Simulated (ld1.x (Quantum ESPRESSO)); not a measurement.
# What one change does to a pseudopotential (titanium, TM)

- Element: Ti (Z = 22)
- Generator: ld1.x (Quantum ESPRESSO) 7.5
- Type: norm-conserving Troullier–Martins (Kleinman–Bylander form)
- Functional: PBEsol
- Relativity: scalar-relativistic
- Frozen core: [Ar]
- Valence charge: 4
- Reference configuration: 3d2 4s2 4p0
- Partial waves: 4s (bound): rc 2.25 bohr; 4p (bound, empty): rc 2.70 bohr; 3d (bound): rc 1.90 bohr
- Local potential: the d channel
- Core correction: Bessel-smoothed model core inside 2.00 bohr

Change: local potential the s channel.

Cutoffs: the cutoffs (Ry, on a coarse ladder) from which the occupation-weighted sum of valence levels, in a spherical-Bessel basis at the reference potential, stays within 10 and 1 mRy of its value at 400 Ry; they do not see the model core or the augmentation charge, which bear on the density cutoff. Errors are all-electron minus pseudo energies relative to the spin-unpolarised reference configuration.

Question: What does the change do?

Answer: The potential gets neither clearly harder nor softer (55 Ry and 70 Ry → 55 Ry and 70 Ry); the bound ghost in p, s disappears; of the 7 tests that both files solve, the error grows in 6 and shrinks in 0 by more than 15 % and 0.3 meV (median size 6.6 → 8.5 meV); the range in which the p phases agree widens (upper end 2.5 → 4.0). In the separable form a ghost depends on how the local part lies against the semilocal potential of the channel, so the choice of the local part can create or remove one.

```csv
quantity,base,changed
"cutoff, loose",55 Ry,55 Ry
"cutoff, tight",70 Ry,70 Ry
loose cutoff by channel (10 mRy a level),"s 8 Ry, d 50 Ry","d 50 Ry, s 6 Ry"
bound ghosts,"s, p",none
"error for 3d2 4s1 4p0, meV [ΔE 7.36 eV]",-3.1,-3.9
"error for 3d2 4s0 4p0, meV [ΔE 20.83 eV]",-35,-41
"error for 3d1 4s0 4p0, meV [ΔE 47.73 eV]",-439,-543
"error for 3d2 4s1.5 4p0, meV [ΔE 2.94 eV]",-0.6,-0.7
"error for 3d2 4s0 4p2, meV [ΔE 6.31 eV]",-6.6,-8.5
"error for 3d2 4s1 4p1, meV [ΔE 3.09 eV]",-1.3,-1.8
"error for 3d2 4s0 4p1, meV [ΔE 11.14 eV]",-8.4,-12
s: phases at 2.94 bohr within 0.05 rad from the reference energy up to (Ry; the scan ends near 5),1.3,1.4
p: phases at 2.94 bohr within 0.05 rad from the reference energy up to (Ry; the scan ends near 5),2.5,4.0
d: phases at 2.94 bohr within 0.05 rad from the reference energy up to (Ry; the scan ends near 5),0.9,0.4
```

 A true bound ghost makes a file unfit for plane-wave use even where its test errors are small: the radial tests pick states by their node count and pass the ghost by.
